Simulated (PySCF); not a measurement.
Job for PySCF: R-MP2/6-31G* on C3H6 (SMILES C=CC) with ghost functions, monomers drawn apart or pushed together.

```python
from pyscf import gto, scf, dft, mp
from pyscf.data.elements import chemcore

mol = gto.M(
    atom='''
    C     0.11623746   -1.04812858    3.97737150
    C    -0.52858046    0.07917642    3.69945088
    C     0.11624484    1.39389363    3.39996175
    H     1.19948015   -1.08518482    4.01932097
    H    -0.41263878   -1.97058966    4.18057265
    H    -1.61509165    0.06557128    3.66940168
    H    -0.23230258    2.16599332    4.09152393
    H     1.20303727    1.33155400    3.47440161
    H    -0.14421104    1.72302337    2.39056570
    ghost-N   -0.21105797   -0.20862367    0.53718832
    ghost-H   -0.71184606   -0.85499415   -0.06195207
    ghost-H    0.73846623   -0.14825967    0.18706968
    ghost-H   -0.16549372   -0.62345653    1.46245548
    ''',
    basis='6-31g*',
    cart=True,
    charge=0, spin=0, verbose=3, max_memory=1800)
mf = scf.RHF(mol)
mf.conv_tol = 1e-8
mf.max_cycle = 100
mf.kernel()
if not mf.converged:
    mf = mf.newton().run(mf.mo_coeff, mf.mo_occ)
pt = mp.MP2(mf, frozen=chemcore(mol)).run()
```

### Question
Give the final energy of this run.

### Answer
-117.4569 hartree.
